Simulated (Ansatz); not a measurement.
Mulliken charges of ClFGeH2S (`[F][GeH]([SH])[Cl]`) from r2SCAN/def2-TZVPP in Ansatz (PBE0-D4/def2-TZVP geometry).

```csv
atom,x (Å),y (Å),z (Å),charge (e)
F1,-1.779,-0.397,0.304,-0.356
Ge2,-0.268,-0.039,-0.457,0.768
S3,0.879,1.339,0.799,-0.273
Cl4,0.698,-1.934,-0.613,-0.284
H5,-0.558,0.552,-1.834,0.019
H6,1.069,0.414,1.756,0.125
```

**Question.** By hand: the dipole of these point charges (1 e Å = 4.8032 D).

**Answer.** Σ q r = (0.112, 0.357, -0.319) e Å, of length 0.492 e Å = 2.36 D.

**Question.** How does the dipole of the full density compare? (An estimate is asked.)

**Answer.** Ansatz gave: (0.189, 0.198, -0.084) e Å, 1.38 D; the point charges give 1.71 times that, at 33° from its direction.

Point charges leave out the atoms' own dipoles, such as those of lone pairs, and Mulliken's split depends on the basis, so the two needn't agree.
